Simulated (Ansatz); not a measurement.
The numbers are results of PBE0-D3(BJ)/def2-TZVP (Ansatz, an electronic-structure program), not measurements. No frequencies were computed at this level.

Ansatz 0.2 input:
```yaml
crystal:
  periodic: [false, false, false]
  atoms:
    - { symbol: B, position_ang: [-0.000232, 0.336642, -0.000001] }
    - { symbol: H, position_ang: [1.043612, -0.167616, -0.000003] }
    - { symbol: H, position_ang: [-1.04338, -0.169026, 0.000004] }
basis:
  gaussian: { orbitals: def2-tzvp }
hamiltonian:
  xc: pbe0
  dispersion: d3bj
relax:
  max_steps: 150
magnetization:
  spin_polarized: true
  initial_magnetization: 1
```

Output:

```
Functional definition: PBE0
257 factors; their error is unknown
mean field evaluation 1: about -704.1419 eV, gradient 7.9e0 eV
mean field evaluation 2: about -704.5290 eV, gradient 3.2e0 eV
mean field evaluation 4: about -704.6007 eV, gradient 1.0e-1 eV
mean field evaluation 8: about -704.5970 eV, gradient 1.1e-2 eV
mean field evaluation 16: about -703.9527 eV, gradient 3.4e0 eV
mean field -704.59697362 eV, -25.8934611874 hartree, gradient 4.3e-5 eV, S^2 0.751867; 1 other end points of the search recorded, 0 dependent functions left out
reference -704.59700039 eV, -25.8934621714 hartree; 4, 3 occupied and 39, 40 virtual orbitals, 257 factors
relax step   1: F+E_penalty+E_count = -704.60967537 eV  Δ(F+E_penalty+E_count) = +0.000e0 eV  max|allowed force component| = 7.931e-1 eV/Å  Δτ_max = 0.0000 Å  (32 SCF iters, accepted)
these checks for a lower state are left out or cut short: starts, cluster_reference, orbital_swaps, neighbouring_geometries, increment
257 factors; their error is unknown
mean field -704.62198325 eV, -25.8943802744 hartree, gradient 1.1e-5 eV, S^2 0.751919; 0 other end points of the search recorded, 0 dependent functions left out
reference -704.62201000 eV, -25.8943812574 hartree; 4, 3 occupied and 39, 40 virtual orbitals, 257 factors
relax step   2: F+E_penalty+E_count = -704.63469195 eV  Δ(F+E_penalty+E_count) = -2.502e-2 eV  max|allowed force component| = 2.073e-1 eV/Å  Δτ_max = 0.0263 Å  (29 SCF iters, accepted)
these checks for a lower state are left out or cut short: starts, cluster_reference, orbital_swaps, neighbouring_geometries, increment
257 factors; their error is unknown
mean field evaluation 32: about -704.6241 eV, gradient 1.1e-5 eV
mean field -704.62407359 eV, -25.8944570932 hartree, gradient 1.1e-5 eV, S^2 0.751921; 0 other end points of the search recorded, 0 dependent functions left out
reference -704.62410032 eV, -25.8944580752 hartree; 4, 3 occupied and 39, 40 virtual orbitals, 257 factors
relax step   3: F+E_penalty+E_count = -704.63678796 eV  Δ(F+E_penalty+E_count) = -2.096e-3 eV  max|allowed force component| = 2.828e-2 eV/Å  Δτ_max = 0.0080 Å  (30 SCF iters, accepted)
these checks for a lower state are left out or cut short: starts, cluster_reference, orbital_swaps, neighbouring_geometries, increment
257 factors; their error is unknown
mean field -704.62410838 eV, -25.8944583717 hartree, gradient 2.7e-5 eV, S^2 0.751914; 0 other end points of the search recorded, 0 dependent functions left out
reference -704.62413509 eV, -25.8944593532 hartree; 4, 3 occupied and 39, 40 virtual orbitals, 257 factors
relax step   4: F+E_penalty+E_count = -704.63682381 eV  Δ(F+E_penalty+E_count) = -3.585e-5 eV  max|allowed force component| = 4.764e-3 eV/Å  Δτ_max = 0.0016 Å  (23 SCF iters, accepted)
257 factors; their error is unknown
mean field -704.62410838 eV, -25.8944583717 hartree, gradient 2.7e-5 eV, S^2 0.751914; 2 other end points of the search recorded, 0 dependent functions left out
reference -704.62413509 eV, -25.8944593532 hartree; 4, 3 occupied and 39, 40 virtual orbitals, 257 factors
Total energy: -704.63685052 eV, -25.8949266364 hartree
Atom 0 at    -0.000229     0.338900    -0.000001 Å, force    -0.000004     0.004764    -0.000000 eV/Å
Atom 1 at     1.077439    -0.168721    -0.000003 Å, force    -0.000991    -0.002383     0.000000 eV/Å
Atom 2 at    -1.077209    -0.170179     0.000004 Å, force     0.000995    -0.002381     0.000000 eV/Å
Dipole moment:     0.000071    -0.104468     0.000000 e Å
```

Cost: around 2.7 core-seconds (rough).
